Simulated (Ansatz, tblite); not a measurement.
Isomers of Sn2H (doublet), found by a short tight-binding search and relaxed with r2SCAN-D4/def2-TZVP in Ansatz.

In the def2 sets Sn takes a core potential; there is no spin–orbit coupling. The xTB rows come from tblite.

Run but left out: HF/def2-TZVPP, MP2/def2-TZVPP, CCSD/def2-TZVPP, CCSD(T)/def2-TZVPP (B: ⟨S²⟩ 1.38, where a pure state has 0.75); LDA (SPW92)/def2-TZVP (B: an occupied level 0.04 eV above an empty one).

B: At PBE-D4/def2-TZVP the gap within one spin of the charge 0 doublet nearly closes, so an electron or hole may be smeared out by delocalisation error.

Other spin states were run for one of them alone.

A:

| atom | x (Å) | y (Å) | z (Å) |
| --- | --- | --- | --- |
| Sn1 | 1.201 | -0.214 | -0.784 |
| Sn2 | -0.858 | -0.647 | 0.974 |
| H3 | -0.343 | 0.861 | -0.190 |

B:

Cartesian coordinates in Å:
```
Sn 0.2045 0.1181 -0.1671
Sn -1.6300 -0.9392 1.3156
H 1.4254 0.8211 -1.1485
```

Estimate their order by electronic energy at PBE0-D4/def2-TZVP, counted from the lowest.

A (0.0) < B (13.5), in kcal/mol.

Do the other levels pick the same lowest one?

All that were run do. Energies above each level's lowest (kcal/mol):

```tsv
level	A	B
GFN1-xTB	0.0	14.0
GFN2-xTB	0.0	11.3
PBE-D4/def2-TZVP	0.0	12.7
revPBE-D4/def2-TZVP	0.0	13.3
r2SCAN-D4/def2-TZVP	0.0	11.9
PBE0-D4/def2-TZVP	0.0	13.5
```
Point groups (tolerance 0.1 Å): A not assigned, B C∞v. Lower isomers may exist.
